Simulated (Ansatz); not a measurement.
C2H5BN2 (`NCB1C=N1`). The species carries charge 0 and has multiplicity 1.

Cartesian coordinates in Å:
```
N -0.030 -1.021 1.540
C -0.593 0.068 0.736
B 0.069 0.370 -0.636
C 0.374 0.952 -1.925
N 1.130 -0.026 -1.521
H -0.063 -1.887 1.016
H 0.952 -0.846 1.716
H -0.591 0.986 1.337
H -1.661 -0.128 0.579
H 0.414 1.533 -2.843
```

Problem. What are the harmonic wavenumbers in cm⁻¹ at PBE0-D4/def2-TZVP (Ansatz, finite differences of forces, unscaled)? (An estimate is asked.)

Solution. Computed: 72, 162, 170, 316, 484, 695, 753, 907, 923, 936, 1100, 1107, 1207, 1284, 1378, 1416, 1436, 1657, 1669, 3032, 3063, 3168, 3522, 3598.

Problem. Is this a minimum?

Solution. Yes, all 24 modes are real.

Problem. Give the ideal-gas thermochemistry at 298.15 K and 1 bar (rigid rotor, harmonic oscillator; point group Cs, symmetry number 1).

Solution. Zero-point energy 203.7 kJ/mol; H(298) − E = 221.8 kJ/mol; entropy 318.3 J/(mol·K), of which translation 161.5, rotation 105.4, vibration 51.4; G(298) − E = 126.9 kJ/mol. Modes under 100 cm⁻¹ are hindered rotations or soft bends, so the harmonic entropy is rough.
